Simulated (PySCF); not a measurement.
These 2 structures share the formula C8H11NSi. Theory: PBE0-D3(BJ)/def2-SVP geometry optimisation, gas phase (PySCF). Energies are electronic, without zero-point or thermal terms, for one conformer each. No frequencies were run at this level. Point groups hold within 0.08 Å.

Task: Order them by energy at this level, lowest first, and give relative energies in kcal/mol.
A. `[cH:1]1[cH:2][cH:3][c:4]([CH:5]2[CH2:6][SiH2:7][CH2:8]2)[n:9][cH:10]1` with C3–C4–C5–C6 -58°
B. `[cH:1]1[cH:2][c:3]([CH:4]2[CH2:5][SiH2:6][CH2:7]2)[cH:8][cH:9][n:10]1` with C2–C3–C4–C5 -57°

Result: A (0.0), B (1.0).

Neighbours under 2.5 kcal/mol apart (c1ccc(C2C[SiH2]C2)nc1 and c1cc(C2C[SiH2]C2)ccn1) can change places with a better method, another conformer or zero-point energy.

| SMILES | E (Eh) | E rel (kcal/mol) | dipole (D) | point group | A, B, C (MHz) |
| --- | --- | --- | --- | --- | --- |
| c1ccc(C2C[SiH2]C2)nc1 | -654.80493 | 0.0 | 1.51 | Cs | 3055, 671.9, 617.5 |
| c1cc(C2C[SiH2]C2)ccn1 | -654.80336 | 1.0 | 2.53 | Cs | 3090, 654.5, 604.1 |

Task: How do the relative energies change in single points at PBE0/pcSseg-1 (no added dispersion term) on the same geometries?

Result: 
| SMILES | PBE0-D3(BJ)/def2-SVP (kcal/mol) | PBE0/pcSseg-1 (kcal/mol) | shift |
| --- | --- | --- | --- |
| c1ccc(C2C[SiH2]C2)nc1 | 0.0 | 0.0 | 0.0 |
| c1cc(C2C[SiH2]C2)ccn1 | 1.0 | 0.9 | -0.1 |

Each column counts from its own lowest isomer. The order is unchanged; the largest shift is 0.1 kcal/mol.

Task: As an exercise, what shares would exp(−E/RT) give at 500 K from these electronic energies alone (no entropy, no degeneracies)?

Result: RT = 0.994 kcal/mol: c1ccc(C2C[SiH2]C2)nc1 73.0 %, c1cc(C2C[SiH2]C2)ccn1 27.0 %.
